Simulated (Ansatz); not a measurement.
Relaxation of C₂H₃BCl (7 atoms, charge -1, multiplicity 1), to a largest force component of 0.015 eV/Å in at most 40 steps.

The calculation used RKS PBE/def2-SVP in Ansatz 0.2.0.

```xyz
7
Properties=species:S:1:pos:R:3:forces:R:3
C -1.400 0.943 0.112 -0.54 0.27 -0.10
C -0.171 0.448 0.547 -0.11 0.31 0.39
B 0.772 -0.521 -0.068 -0.54 0.06 -0.37
Cl 2.321 -0.997 0.679 0.95 -0.24 0.52
H -1.649 0.459 -0.883 0.16 -0.25 -0.26
H 0.156 0.860 1.521 0.29 0.16 0.52
H 0.603 -1.084 -1.109 -0.20 -0.31 -0.70
```

Problem. Where does it end, and by what steps?

Solution. It converged. Limits of this set-up: an anion without diffuse functions, the dipole of an ion depends on the origin. After 21 steps the energy has fallen by 0.351 eV; Cl4 moved furthest, 1.33 Å. Joined: C1–B3.

| step | energy less start (eV) | largest force component (eV/Å) | accepted |
| --- | --- | --- | --- |
| 0 | 0.0000 | 0.949 | yes |
| 1 | -0.0831 | 0.559 | yes |
| 2 | -0.0848 | 0.466 | yes |
| 3 | -0.1139 | 0.213 | yes |
| 4 | -0.1196 | 0.140 | yes |
| 5 | -0.1206 | 0.224 | yes |
| 6 | -0.1287 | 0.151 | yes |
| 7 | -0.0948 | 1.468 | no |
| 8 | -0.1402 | 0.203 | yes |
| 9 | -0.1480 | 0.282 | yes |
| 10 | -0.1506 | 0.680 | yes |
| 11 | -0.1620 | 0.302 | yes |
| 12 | -0.1718 | 0.381 | yes |
| 13 | -0.2015 | 0.567 | yes |
| 14 | -0.2449 | 0.569 | yes |
| 15 | -0.2923 | 0.635 | yes |
| 16 | -0.3025 | 0.692 | yes |
| 17 | -0.3424 | 0.520 | yes |
| 18 | -0.3485 | 0.170 | yes |
| 19 | -0.3509 | 0.034 | yes |
| 20 | -0.3511 | 0.015 | yes |
| 21 | -0.3511 | 0.007 | yes |

```xyz
7
Properties=species:S:1:pos:R:3
C -1.211 0.329 0.310
C -0.009 0.872 0.637
B 0.577 -0.239 -0.208
Cl 1.288 -1.830 0.580
H -1.082 -0.543 -0.449
H 0.183 1.711 1.327
H 0.885 -0.193 -1.398
```

Whether the end is a true minimum wasn't checked by a vibrational analysis.

The run took 49 s on 1 thread of Intel(R) Xeon(R) Platinum 8259CL CPU @ 2.50GHz (Skylake/Cascade Lake), on a shared host, peak memory 0.16 GiB.
